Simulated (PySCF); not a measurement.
Coordinates in bohr (charge 0 multiplicity 1):
```
Cd    0.0000    0.0000    0.0000
O     0.2099    0.0000    3.6959
O    -0.2099    0.0000   -3.6959
H    -1.4231    0.0000    4.4860
H     1.4231    0.0000   -4.4860
```

Level of theory: PySCF, PBE0, basis Cd def2-TZVP with ECP28, O def2-TZVP, H def2-TZVP (scalar-relativistic core potentials, no spin–orbit coupling, density fitting).

This geometry of Cd(OH)₂ is a stationary point at this level.

Task: What is the point group?

Result: C2h.

Task: Is it a minimum?

Result: No: it has 1 imaginary mode, at 137i cm⁻¹ (au).

Task: List the harmonic modes with their infrared intensities.

Result: 
| symmetry | ω (cm⁻¹) | IR (km/mol) |
| --- | --- | --- |
| au | 137i | – |
| bu | 143 | 22.5 |
| au | 145 | 3.1 |
| ag | 546 | 0.0 |
| bu | 643 | 115 |
| ag | 797 | 0.0 |
| bu | 822 | 105 |
| bu | 3889 | 93.1 |
| ag | 3889 | 0.0 |

Task: Give the atomic charges and bond orders.

Result: 
```tsv
atom	Mulliken	Löwdin	polar tensor	Mayer order to Cd1
Cd1	0.92	0.79	1.04	–
O2,3	-0.77	-0.53	-0.74	0.81
H4,5	0.31	0.14	0.21	0.01
```
Other Mayer orders above 0.3: O–H 0.90 (×2).

In C2h the vibrations span 2au + 4bu + 3ag. The ag modes carry no infrared intensity, as symmetry demands. With a centre of inversion only u modes can be infrared active and only g modes Raman active.

This need not be the most stable arrangement of these atoms.
